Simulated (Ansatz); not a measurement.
Ge(OH)H3 (GeOH₄), relaxed as a singlet with RKS PBE-D4/def2-TZVP in Ansatz, starting from the GFN2-xTB geometry. Force threshold 0.02 eV/Å.

Start:

```xyz
6

Ge   -0.2658   -0.3342    0.1533
O     0.9908    0.8516    0.0026
H     1.0074    1.3987   -0.7791
H    -0.1704   -1.3123   -0.9821
H    -1.6011    0.3492    0.1354
H     0.0390   -0.9530    1.4699
```

```
step  energy (eV)  largest force component (eV/Å)  SCF passes
   1  -58620.5267                           1.757          24
   2  -58620.6573                           0.851          29
   3  -58620.6799                           0.298          28
   4  -58620.6857                           0.077          28
   5  -58620.6862                           0.058          29
   6  -58620.6864                           0.001          29
```

Force components are those of the run's own axes.

End:

| atom | x (Å) | y (Å) | z (Å) |
| --- | --- | --- | --- |
| Ge1 | -0.2559 | -0.3273 | 0.1577 |
| O2 | 1.0597 | 0.9034 | 0.0170 |
| H3 | 0.9837 | 1.3986 | -0.8151 |
| H4 | -0.1644 | -1.3420 | -1.0133 |
| H5 | -1.6426 | 0.3701 | 0.1385 |
| H6 | 0.0194 | -1.0028 | 1.5152 |

By distances, no bond broke or formed. The bond that changes most is Ge1–O2, from 1.73 to 1.81 Å (atoms count from 1).

No frequencies were taken in this run, so the end may be a saddle point.

Hardware: 4 threads of Arm Neoverse V2 on a shared host. Wall time 3.9 s.
